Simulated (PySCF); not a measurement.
C3H5BFNO, SMILES CB(F)/C=N/C=O.

Geometry optimised at B3LYP-D3(BJ)/def2-SVP. The structure was generated by enumeration; whether it is a known compound was not checked. The values are those of a single conformer.

Two levels are set side by side: PBE/def2-TZVP (PySCF) and ωB97X/def2-TZVP (PySCF). Same geometry, gas phase. Differences are taken from unrounded values.

| quantity | ωB97X |
|---|---|
| orbital gap (eV) | 9.69 |
| highest occupied level (eV) | -10.05 |
| lowest empty level (eV) | -0.36 |
| dipole moment (D) | 3.22 |
| mean polarisability (bohr³) | 59.3 |

### Question
What does PBE give, and how far is it from ωB97X? (Estimate from the structure and the level; the computed values follow.)

### Answer

```csv
quantity,PBE,PBE minus ωB97X
orbital gap (eV),2.44,-7.25
highest occupied level (eV),-6.08,3.97
lowest empty level (eV),-3.64,-3.28
dipole moment (D),3.04,-0.18
mean polarisability (bohr³),63.4,4.0
```

PBE's occupied levels lie high since its potential decays too fast outside the molecule; exact exchange lowers them and widens the gap. PBE's more diffuse valence density responds more strongly to a field. Differences between two approximate levels are no errors against the true value.

Rough cost on one machine, each run with all the roots and properties that it gave: ωB97X against PBE within a factor of 2.
